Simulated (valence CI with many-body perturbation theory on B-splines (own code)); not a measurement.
**E1 line list for Gd57+**

Level of theory: valence CI with perturbative core correlation (CI+MBPT): five valence electrons over a frozen Dirac-Fock core [He], radial functions for each j: 11 s, 11 p, 10 d, 8 f, 5 g, 2 h, with the one-electron correlation potential Σ1 (screened to all orders), the two-electron term Σ2, the three-electron term Σ3, Breit, model QED; selected single and double excitations, second order for the rest, scaled by the run's own slope (own B-spline code, finite nucleus).

No measured spectrum was set against this ion. As an estimate, large intervals hold to a few tenths of a per cent, small ones and those within an open d or f shell to about a per cent. Among the levels kept, up to 7300 cm⁻¹ of a level comes from second order outside the variational space, and about a tenth of that is noise between levels of different J, which matters for small intervals.

Lines 201 to 250 of 586 in falling wavelength, among levels below 660.36 Ry, chosen from the strongest by gf and those to the six lowest levels. Wavelengths and rates use the calculated energies. Electric multipoles are in the length gauge, E1 and E2 with the static RPA response of the core. Weak lines are less certain than strong ones. Lines between different terms over intervals too small for the method are left out, as are lines whose strength nearly cancels. The highest levels of a list are the least certain.

Levels are named by their leading jj configuration (3d3/2^4 stands for four electrons in 3d with j = 3/2), which in mixed levels can hold well under half, so a name can repeat and another be missing. Letters in brackets count levels of one name in rising energy.

| λ vac (Å) | Upper | Lower | A (s⁻¹) | S (a.u.) with core polarisation | S without |
| --- | --- | --- | --- | --- | --- |
| 12.35 | (2p1/2^2 2p3/2^2 3d3/2) J=7/2 | (2s 2p1/2^2 2p3/2 3d3/2) J=5/2 [b] | 1.82e+12 | 1.35e-02 | 1.35e-02 |
| 12.34 | (2s 2p1/2 2p3/2^2 3d5/2) J=5/2 [a] | (2s 2p1/2^2 2p3/2 3p1/2) J=3/2 [b] | 6.55e+11 | 3.64e-03 | 3.65e-03 |
| 12.30 | (2s 2p1/2 2p3/2^3) J=3/2 [a] | (2s^2 2p1/2 2p3/2^2) J=3/2 | 2.50e+12 | 9.17e-03 | 9.18e-03 |
| 12.24 | (2p1/2^2 2p3/2^2 3p1/2) J=5/2 | (2s 2p1/2^2 2p3/2 3p1/2) J=3/2 [b] | 7.03e+11 | 3.82e-03 | 3.83e-03 |
| 12.22 | (2p1/2^2 2p3/2^2 3p1/2) J=3/2 | (2s 2p1/2^2 2p3/2 3p1/2) J=1/2 | 1.03e+12 | 3.69e-03 | 3.70e-03 |
| 12.22 | (2p1/2^2 2p3/2^2 3d3/2) J=3/2 | (2s 2p1/2^2 2p3/2 3d3/2) J=3/2 [b] | 9.68e+11 | 3.48e-03 | 3.49e-03 |
| 12.19 | (2p1/2^2 2p3/2^2 3d3/2) J=5/2 | (2s 2p1/2^2 2p3/2 3d3/2) J=3/2 [b] | 1.05e+12 | 5.66e-03 | 5.67e-03 |
| 12.17 | (2s 2p1/2 2p3/2^2 3p3/2) J=5/2 [d] | (2s^2 2p1/2 2p3/2 3p3/2) J=3/2 [b] | 1.19e+12 | 6.35e-03 | 6.36e-03 |
| 12.16 | (2s 2p1/2 2p3/2^2 3d5/2) J=7/2 [c] | (2s^2 2p1/2 2p3/2 3d5/2) J=5/2 [b] | 5.95e+11 | 4.22e-03 | 4.23e-03 |
| 12.14 | (2s 2p1/2 2p3/2^2 3p3/2) J=7/2 [c] | (2s^2 2p1/2 2p3/2 3p3/2) J=5/2 [b] | 8.41e+11 | 5.94e-03 | 5.95e-03 |
| 12.13 | (2p1/2^2 2p3/2^2 3p3/2) J=3/2 [a] | (2s 2p1/2^2 2p3/2 3p3/2) J=1/2 [b] | 1.85e+12 | 6.51e-03 | 6.52e-03 |
| 12.11 | (2s 2p1/2 2p3/2^3) J=5/2 | (2s^2 2p1/2 2p3/2^2) J=5/2 | 2.48e+12 | 1.30e-02 | 1.31e-02 |
| 12.11 | (2s 2p1/2 2p3/2^2 3d5/2) J=9/2 [c] | (2s^2 2p1/2 2p3/2 3d5/2) J=7/2 [b] | 9.72e+11 | 8.51e-03 | 8.53e-03 |
| 12.09 | (2s 2p1/2 2p3/2^2 3d5/2) J=5/2 [d] | (2s^2 2p1/2 2p3/2 3d5/2) J=5/2 [b] | 1.05e+12 | 5.50e-03 | 5.51e-03 |
| 12.08 | (2s 2p1/2^2 2p3/2 3d3/2) J=3/2 [b] | (2s^2 2p1/2^2 3d3/2) J=3/2 | 1.96e+12 | 6.83e-03 | 6.84e-03 |
| 12.03 | (2s 2p1/2 2p3/2^2 3d5/2) J=3/2 [d] | (2s^2 2p1/2 2p3/2 3d5/2) J=1/2 | 1.39e+12 | 4.79e-03 | 4.80e-03 |
| 12.03 | (2s 2p1/2 2p3/2^2 3p3/2) J=1/2 [d] | (2s^2 2p1/2 2p3/2 3p3/2) J=1/2 [b] | 2.42e+12 | 4.15e-03 | 4.15e-03 |
| 12.02 | (2s 2p1/2^2 2p3/2 3d5/2) J=7/2 [b] | (2s^2 2p1/2^2 3d5/2) J=5/2 | 2.83e+12 | 1.94e-02 | 1.95e-02 |
| 12.02 | (2s 2p1/2 2p3/2^2 3d5/2) J=7/2 [e] | (2s^2 2p1/2 2p3/2 3d5/2) J=7/2 [b] | 1.99e+12 | 1.36e-02 | 1.36e-02 |
| 12.01 | (2s 2p1/2 2p3/2^3) J=1/2 | (2s^2 2p1/2 2p3/2^2) J=1/2 | 1.78e+12 | 3.05e-03 | 3.05e-03 |
| 12.00 | (2s 2p1/2^2 2p3/2 3p3/2) J=5/2 [b] | (2s^2 2p1/2^2 3p3/2) J=3/2 | 3.12e+12 | 1.60e-02 | 1.60e-02 |
| 12.00 | (2s 2p1/2 2p3/2^2 3d5/2) J=5/2 [e] | (2s^2 2p1/2 2p3/2 3d5/2) J=3/2 [b] | 1.50e+12 | 7.67e-03 | 7.68e-03 |
| 11.98 | (2s 2p1/2 2p3/2^2 3d5/2) J=7/2 [c] | (2s^2 2p1/2 2p3/2 3d5/2) J=5/2 [a] | 6.53e+11 | 4.43e-03 | 4.44e-03 |
| 11.98 | (2s 2p1/2 2p3/2^2 3d5/2) J=3/2 [d] | (2s^2 2p1/2 2p3/2 3d5/2) J=3/2 [b] | 9.64e+11 | 3.27e-03 | 3.28e-03 |
| 11.97 | (2s 2p1/2 2p3/2^2 3p3/2) J=3/2 [c] | (2s^2 2p1/2 2p3/2 3p3/2) J=5/2 [a] | 1.69e+12 | 5.74e-03 | 5.74e-03 |
| 11.96 | (2s 2p1/2 2p3/2^2 3p3/2) J=5/2 [f] | (2s^2 2p1/2 2p3/2 3p3/2) J=5/2 [b] | 2.95e+12 | 1.49e-02 | 1.49e-02 |
| 11.96 | (2s 2p1/2^2 2p3/2 3p1/2) J=1/2 | (2s^2 2p1/2^2 3p1/2) J=1/2 | 2.98e+12 | 5.03e-03 | 5.04e-03 |
| 11.95 | (2s 2p1/2 2p3/2^2 3p3/2) J=3/2 [f] | (2s^2 2p1/2 2p3/2 3p3/2) J=1/2 [b] | 1.09e+12 | 3.66e-03 | 3.67e-03 |
| 11.95 | (2s 2p1/2^2 2p3/2 3s) J=3/2 [b] | (2s^2 2p1/2^2 3s) J=1/2 | 1.48e+12 | 4.97e-03 | 4.98e-03 |
| 11.95 | (2s 2p1/2 2p3/2^2 3d3/2) J=7/2 [c] | (2s^2 2p1/2 2p3/2 3d3/2) J=7/2 | 2.14e+12 | 1.44e-02 | 1.45e-02 |
| 11.95 | (2s 2p1/2 2p3/2^2 3s) J=1/2 [a] | (2s^2 2p1/2 2p3/2 3s) J=3/2 [a] | 2.41e+12 | 4.06e-03 | 4.07e-03 |
| 11.94 | (2s 2p1/2^2 2p3/2 3p1/2) J=3/2 [b] | (2s^2 2p1/2^2 3p1/2) J=1/2 | 2.58e+12 | 8.66e-03 | 8.67e-03 |
| 11.93 | (2p1/2 2p3/2^4) J=1/2 | (2s 2p1/2 2p3/2^3) J=3/2 [b] | 7.11e+12 | 1.19e-02 | 1.19e-02 |
| 11.92 | (2s 2p1/2 2p3/2^2 3d5/2) J=3/2 [e] | (2s^2 2p1/2 2p3/2 3d5/2) J=1/2 | 9.67e+11 | 3.23e-03 | 3.24e-03 |
| 11.91 | (2s 2p1/2^2 2p3/2 3d3/2) J=5/2 [b] | (2s^2 2p1/2^2 3d3/2) J=3/2 | 2.74e+12 | 1.37e-02 | 1.37e-02 |
| 11.90 | (2s 2p1/2^2 2p3/2 3s) J=1/2 | (2s^2 2p1/2^2 3s) J=1/2 | 2.42e+12 | 4.03e-03 | 4.04e-03 |
| 11.90 | (2s 2p1/2 2p3/2^3) J=3/2 [b] | (2s^2 2p1/2 2p3/2^2) J=1/2 | 1.54e+12 | 5.13e-03 | 5.14e-03 |
| 11.90 | (2s 2p1/2 2p3/2^2 3p1/2) J=5/2 [c] | (2s^2 2p1/2 2p3/2 3p1/2) J=5/2 | 3.08e+12 | 1.54e-02 | 1.54e-02 |
| 11.89 | (2s 2p1/2 2p3/2^2 3s) J=3/2 [d] | (2s^2 2p1/2 2p3/2 3s) J=3/2 [b] | 3.73e+12 | 1.24e-02 | 1.24e-02 |
| 11.88 | (2s 2p1/2 2p3/2^2 3d5/2) J=5/2 [d] | (2s^2 2p1/2 2p3/2 3d5/2) J=3/2 [a] | 1.75e+12 | 8.69e-03 | 8.71e-03 |
| 11.88 | (2s 2p1/2 2p3/2^2 3s) J=3/2 [c] | (2s^2 2p1/2 2p3/2 3s) J=5/2 | 3.16e+12 | 1.05e-02 | 1.05e-02 |
| 11.87 | (2s 2p1/2 2p3/2^2 3d5/2) J=5/2 [c] | (2s^2 2p1/2 2p3/2 3d5/2) J=7/2 [a] | 1.88e+12 | 9.31e-03 | 9.33e-03 |
| 11.87 | (2s 2p1/2^2 2p3/2 3d5/2) J=5/2 [b] | (2s^2 2p1/2^2 3d5/2) J=5/2 | 3.21e+12 | 1.59e-02 | 1.59e-02 |
| 11.87 | (2s 2p1/2 2p3/2^2 3p3/2) J=1/2 [b] | (2s^2 2p1/2 2p3/2 3p3/2) J=3/2 [a] | 2.31e+12 | 3.81e-03 | 3.82e-03 |
| 11.86 | (2s 2p1/2 2p3/2^2 3d5/2) J=5/2 [e] | (2s^2 2p1/2 2p3/2 3d5/2) J=5/2 [b] | 1.15e+12 | 5.71e-03 | 5.72e-03 |
| 11.86 | (2s 2p1/2 2p3/2^2 3p1/2) J=1/2 [b] | (2s^2 2p1/2 2p3/2 3p1/2) J=3/2 [a] | 2.52e+12 | 4.16e-03 | 4.16e-03 |
| 11.86 | (2s 2p1/2 2p3/2^2 3p3/2) J=7/2 [c] | (2s^2 2p1/2 2p3/2 3p3/2) J=7/2 | 3.97e+12 | 2.62e-02 | 2.62e-02 |
| 11.86 | (2s 2p1/2 2p3/2^3) J=5/2 | (2s^2 2p1/2 2p3/2^2) J=3/2 | 1.48e+11 | 7.31e-04 | 7.32e-04 |
| 11.86 | (2s 2p1/2^2 2p3/2 3d3/2) J=1/2 [b] | (2s^2 2p1/2^2 3d3/2) J=3/2 | 3.03e+12 | 4.99e-03 | 5.00e-03 |
| 11.85 | (2s 2p1/2^2 2p3/2 3d5/2) J=3/2 [b] | (2s^2 2p1/2^2 3d5/2) J=5/2 | 3.50e+12 | 1.15e-02 | 1.15e-02 |
